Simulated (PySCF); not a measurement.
O2S2, SMILES O=S(=O)=S.

Geometry optimised at B3LYP-D3(BJ)/def2-SVP.

Two levels are set side by side: TDA-PBE/def2-SVPD (PySCF) and ADC(2)/aug-cc-pVDZ (PySCF). Vertical, same geometry; the bases differ. Differences are taken from unrounded values.

| quantity | ADC(2) |
|---|---|
| lowest singlet excitation (eV) | 3.36 |

Task: What does TDA-PBE give, and how far is it from ADC(2)? (Estimate from the structure and the level; the computed values follow.)

Result: 
```tsv
quantity	TDA-PBE	TDA-PBE minus ADC(2)
lowest singlet excitation (eV)	2.93	-0.43
```

A lower first singlet is the usual sign of a functional without exact exchange. Differences between two approximate levels are no errors against the true value.

Rough cost on one machine, each run with all the roots and properties that it gave: ADC(2) against TDA-PBE about 20 times.
